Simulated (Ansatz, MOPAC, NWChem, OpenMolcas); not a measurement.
## BaS (SMILES [S][Ba]): the dipole moment, rung by rung

BaS: 2 atoms, total charge 0, spin state singlet. SMILES: `[S][Ba]`. Geometry: the measured bond length.

```xyz
2

S     0.0000    0.0000    0.0000
Ba    0.0000    0.0000    2.5074
```

Quantity: the dipole moment, in D. The values are calculated.

```
                             level                   kind     program  value (D)  less CCSD(T)/def2-TZVP   CPU time
                               AM1         semi-empirical       MOPAC      10.17                   -0.64  under 2 s
     HF/def2-TZVP (core potential)           Hartree–Fock  OpenMolcas      12.82                   +2.01      5.1 s
  SVWN5/def2-TZVP (core potential)                    LDA      NWChem       9.44                   -1.37    1.8 min
    PBE/def2-TZVP (core potential)                    GGA  OpenMolcas       9.54                   -1.27       12 s
 revPBE/def2-TZVP (core potential)                    GGA  OpenMolcas       9.57                   -1.24       12 s
  M06-L/def2-TZVP (core potential)               meta-GGA  OpenMolcas      10.55                   -0.26       15 s
   PBE0/def2-TZVP (core potential)          global hybrid  OpenMolcas      10.63                   -0.18       12 s
CCSD(T)/def2-TZVP (core potential)  coupled cluster or CI      Ansatz      10.81                    0.00       23 s
```

Differences are taken from CCSD(T)/def2-TZVP (core potential) for orientation; it has basis-set and higher-order errors of its own. The values span 9.44 to 12.82 D. Times are those of the runs behind each value, whatever else they computed, on shared processors of several kinds: orders of magnitude only.
